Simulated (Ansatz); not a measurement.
Ansatz (a program for electronic structure) input (CCSDT(Q)/def2-SVP):

Ansatz 0.2 input:
```yaml
crystal:
  periodic: [false, false, false]
  atoms:
    - {symbol: Mg, position_ang: [-0.68723302, -0.39657879, -0.55185533]}
    - {symbol: C, position_ang: [0.82702117, 0.47724577, 0.66410668]}
    - {symbol: H, position_ang: [1.35091169, -0.29807269, 1.22862997]}
    - {symbol: H, position_ang: [0.38288599, 1.18534381, 1.36810077]}
    - {symbol: H, position_ang: [1.55087151, 1.00819971, 0.04089311]}
basis:
  gaussian:
    orbitals: def2-SVP
magnetization: {spin_polarized: true, initial_magnetization: 1}
correlation: {method: ccsdt_q, electrons: outside_noble_gas}
```

Output:

```
Functional definition: HF
integrals: 0.03 GiB planned
836 factors; integrals over basis functions are off by at most 1.9e-7 eV
mean field: 0.13 GiB planned
mean field evaluation 1: about -6503.7439 eV, gradient 1.7e1 eV
mean field evaluation 2: about -6503.7844 eV, gradient 1.7e1 eV
mean field evaluation 4: about -6505.8195 eV, gradient 1.8e0 eV
mean field evaluation 8: about -6505.9297 eV, gradient 2.0e-2 eV
mean field evaluation 16: about -6503.7439 eV, gradient 1.7e1 eV
mean field evaluation 32: about -6503.3692 eV, gradient 6.4e-1 eV
mean field evaluation 64: about -6501.8601 eV, gradient 1.4e1 eV
mean field evaluation 96: about -6503.3733 eV, gradient 5.5e-1 eV
mean field -6505.92980254 eV, -239.0885103658 hartree, gradient 3.0e-6 eV, S^2 0.761082; 1 other end points of the search recorded, 0 dependent functions left out
determinant -6505.92980254 eV, -239.0885103658 hartree, with singles and doubles -6511.08469060 eV, -239.2779490079 hartree
determinant -6503.49755289 eV, -238.9991268396 hartree, with singles and doubles -6508.59527858 eV, -239.1864648033 hartree
6 core orbitals not correlated
reference -6505.92980254 eV, -239.0885103658 hartree; 5, 4 occupied and 36, 37 virtual orbitals, 836 factors
second order -4.58219102 eV of doubles, -0.00000000 eV of singles
coupled cluster: 0.30 GiB planned
cycle   1  -4.96736078 eV  change   -3.9e-1 eV  update   6.1e-2
cycle   2  -5.22603051 eV  change   -2.6e-1 eV  update   2.9e-2
cycle   3  -5.32580598 eV  change   -1.0e-1 eV  update   1.6e-2
cycle   4  -5.31356323 eV  change    1.2e-2 eV  update   7.7e-3
cycle   5  -5.31237512 eV  change    1.2e-3 eV  update   4.8e-3
cycle   6  -5.31725206 eV  change   -4.9e-3 eV  update   2.1e-3
cycle   7  -5.31717903 eV  change    7.3e-5 eV  update   8.8e-4
cycle   8  -5.31718343 eV  change   -4.4e-6 eV  update   4.0e-4
cycle   9  -5.31733761 eV  change   -1.5e-4 eV  update   1.5e-4
cycle  10  -5.31723441 eV  change    1.0e-4 eV  update   5.5e-5
cycle  11  -5.31725260 eV  change   -1.8e-5 eV  update   2.6e-5
cycle  12  -5.31726739 eV  change   -1.5e-5 eV  update   9.6e-6
cycle  13  -5.31727747 eV  change   -1.0e-5 eV  update   4.1e-6
cycle  14  -5.31727951 eV  change   -2.0e-6 eV  update   1.6e-6
cycle  15  -5.31728021 eV  change   -7.0e-7 eV  update   7.2e-7
cycle  16  -5.31728033 eV  change   -1.2e-7 eV  update   3.7e-7
perturbative correction -0.00768764 eV, -0.0002825154 hartree
Total energy: -6511.25477050 eV, -239.2841993290 hartree
```

It need not be the lowest isomer of its formula.
